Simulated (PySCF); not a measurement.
Exercise with solution: oscillator strength and radiative lifetime

CH₇GaOP₂, SMILES C[O][Ga]([PH2])[PH2].

Coordinates come from a B3LYP-D3(BJ)/def2-SVP optimisation. The values are those of a single conformer.

PySCF with TDA-PBE/def2-SVPD puts the first singlet state with f over 0.02 at 4.52 eV (vertical), with the transition dipole (0.230, -0.372, 0.300) in atomic units.

### Question
Find the oscillator strength, the wavelength and the radiative lifetime that this transition would have in vacuum if emission retraced absorption.

### Answer

|μ|² = 0.2813 au, so |μ| = 1.35 D. ΔE = 4.52/27.211 = 0.1661 hartree. f = (2/3) ΔE |μ|² = 0.031 (the program prints 0.031).
λ = 1239.84/4.52 = 274 nm; ν = 36456 cm⁻¹.
Einstein's coefficient A = 0.6670 ν² f s⁻¹ (ν in cm⁻¹) = 2.8e7 s⁻¹, so τ = 1/A = 36 ns. This state is S1. The figure is the radiative limit of this one transition; relaxation, internal conversion, crossing to triplets and a medium change what is measured.
